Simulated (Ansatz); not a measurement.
Gas-phase electronic energies from Ansatz, PBE0-D4/def2-TZVP geometries. CBS: MP2 limit from def2 TZ/QZ plus the TZ coupled-cluster correction, frozen cores. This one scheme is used for every species. DFT in def2-TZVPP. HSE06 is defined as in plane-wave codes. Each species was taken in one conformer, which may not be the lowest.

Consider the silylene formation by 1,1-elimination: `C[SiH2]O[SiH2]Cl` → `CO[SiH2]Cl` + `[SiH2]`.

`C[SiH2]O[SiH2]Cl`:

Cartesian coordinates in Å:
```
C -0.740 -0.752 -1.609
Si -1.149 0.291 -0.129
O 0.226 0.916 0.536
Si 1.508 0.598 1.468
Cl 2.341 -1.208 0.943
H -0.106 -1.596 -1.326
H -1.655 -1.146 -2.058
H -0.214 -0.166 -2.366
H -1.854 -0.516 0.904
H -2.000 1.448 -0.504
H 2.529 1.642 1.250
H 1.114 0.489 2.889
```

`CO[SiH2]Cl`:

Cartesian coordinates in Å:
```
C -0.214 -0.193 -1.352
O -0.713 -0.383 -0.044
Si -0.005 0.193 1.301
Cl 1.867 -0.621 1.556
H -0.971 -0.541 -2.056
H 0.704 -0.767 -1.506
H -0.008 0.865 -1.552
H -0.855 -0.213 2.436
H 0.195 1.659 1.217
```

`[SiH2]`:

```xyz
3

Si    0.169    0.400   -0.564
H     0.892   -0.682    0.232
H    -1.060    0.282    0.332
```

Problem. Is it downhill or uphill in electronic energy at CCSD(T)/CBS, and by how much? (An estimate is asked.)

Solution. Computed: Uphill: ΔE = +4.61 eV.

Problem. What do these levels give: B97M-V, PBE0-D4, r2SCANh-D4, r2SCAN0-D4, ωB97X-V, r2SCAN, HSE06, LC-ωPBE, RPA@PBE/def2-TZVPP, CCSD/def2-SVP, CCSD(T)/def2-SVP, CCSD/CBS(def2)? (An estimate is asked.)

Solution. Ansatz gave: B97M-V 4.56, PBE0-D4 4.63, r2SCANh-D4 4.81, r2SCAN0-D4 4.84, ωB97X-V 4.63, r2SCAN 4.76, HSE06 4.54, LC-ωPBE 4.72, RPA@PBE/def2-TZVPP 4.22, CCSD/def2-SVP 4.16, CCSD(T)/def2-SVP 4.17, CCSD/CBS(def2) 4.59 eV.

Largest T1 diagnostic among the species: 0.014.

In def2-TZVPP, CCSD(T) changes the Hartree–Fock value by +0.07 eV (the triples alone add +0.03 eV) and MP2 by +0.35 eV. From r2SCAN to r2SCAN0 (25 % exact exchange), in def2-TZVPP and without D4, ΔE moves by +0.04 eV.
